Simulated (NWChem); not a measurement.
System: GeH3O2F; SMILES [OH][GeH]([OH])[F]

```xyz
7

Ge     0.0149    -0.0300     0.2792
O      0.4312    -1.5979    -0.3741
O     -1.5646     0.4392    -0.3382
F      1.0932     1.1830    -0.3454
H      0.1553    -0.0826     1.7927
H      0.1821    -1.6962    -1.3006
H     -1.5867     1.3612    -0.6198
```
Atoms are numbered in this order, from 1.

Program: NWChem. Pople sets run with spherical d functions. Medium grid unless said otherwise, to which SCAN and Minnesota functionals are sensitive. Structure relaxed at the PBE0/def2-SVP level. Hybrids' shares of exact exchange are those that their runs print; pure functionals count as 0. The functionals differ in more than this share.

```csv
row,share of exact exchange,highest occupied level (eV)
PBE/6-31G*,0.00,-7.26
r2SCAN/6-31G*,0.00,-7.75
B3LYP/6-31G*,0.20,withheld
M05-2X/6-31G*,0.56,-10.91
Hartree-Fock/6-31G*,1.00,-13.58
```

Problem. Fit a straight line of the last column on the one before it, predict the withheld value, and compare with the run.

Solution. 
1. Means of the 4 shown rows: x = 0.390, y = -9.875. Slope Σ(x − x̄)(y − ȳ)/Σ(x − x̄)² = -4.285/0.7052 = -6.076; intercept -7.505.
2. The shown rows scatter about the line by 0.173 (root mean square); the largest residual is +0.25, at PBE/6-31G*.
3. At x = 0.20 (B3LYP/6-31G*; inside the shown range) the line gives -8.72.
4. The run gives -8.76, -0.04 from the line, 0.2 times the scatter.
